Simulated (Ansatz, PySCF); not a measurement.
C₃H₉NSi₂, SMILES N#CCC[SiH2][SiH3]. Atoms are numbered in the order given.

```xyz
15

N     -2.5313     0.7494    -1.3770
C     -1.9816    -0.1603    -0.9161
C     -1.2652    -1.2834    -0.3058
C     -0.6740    -0.9477     1.0787
Si     0.5279     0.5356     1.1267
Si     2.1193     0.3389    -0.5948
H     -0.4685    -1.5905    -1.0047
H     -1.9617    -2.1360    -0.2379
H     -1.4884    -0.7554     1.7968
H     -0.1337    -1.8345     1.4487
H     -0.2220     1.8155     0.9782
H      1.2095     0.5335     2.4557
H      2.8419    -0.9639    -0.4673
H      1.4424     0.3662    -1.9257
H      3.1152     1.4481    -0.5357
```

Geometry optimised at B3LYP-D3(BJ)/def2-SVP. This is a generated structure with no PubChem entry under its InChIKey; it may be hypothetical. One conformer was computed; it need not be the lowest.

Two levels are set side by side: PBE-D3(BJ)/def2-SVP (Ansatz, an electronic-structure program) and B3LYP-D3(BJ)/def2-SVP (Ansatz). Each level has its own optimised geometry; the coordinates shown are those of the second. Frequencies come from the Hessian of PySCF at each geometry. Differences are taken from unrounded values.

```
quantity                            B3LYP-D3(BJ)  PBE-D3(BJ)  PBE-D3(BJ) minus B3LYP-D3(BJ)
----------------------------------  ------------  ----------  -----------------------------
mean bond length (Å)                       1.450       1.459                          0.009
bond N1–C2 (Å)                             1.158       1.171                          0.013
bond C2–C3 (Å)                             1.465       1.465                         -0.001
bond C3–C4 (Å)                             1.542       1.544                          0.002
bond C4–Si5 (Å)                            1.910       1.916                          0.006
bond Si5–Si6 (Å)                           2.353       2.355                          0.002
bond C3–H7 (Å)                             1.103       1.112                          0.009
bond C3–H8 (Å)                             1.103       1.112                          0.009
bond C4–H9 (Å)                             1.103       1.110                          0.008
bond C4–H10 (Å)                            1.102       1.110                          0.008
bond Si5–H11 (Å)                           1.491       1.504                          0.014
bond Si5–H12 (Å)                           1.494       1.507                          0.013
bond Si6–H13 (Å)                           1.495       1.508                          0.013
bond Si6–H14 (Å)                           1.493       1.507                          0.013
bond Si6–H15 (Å)                           1.492       1.505                          0.013
highest harmonic wavenumber (cm⁻¹)          3100        3049                            -52
mean harmonic wavenumber (cm⁻¹)             1195        1159                            -36
zero-point energy (kcal/mol)               66.64       64.64                          -2.00
```

Exact exchange shortens and stiffens bonds; PBE has none. Differences between two approximate levels are no errors against the true value.
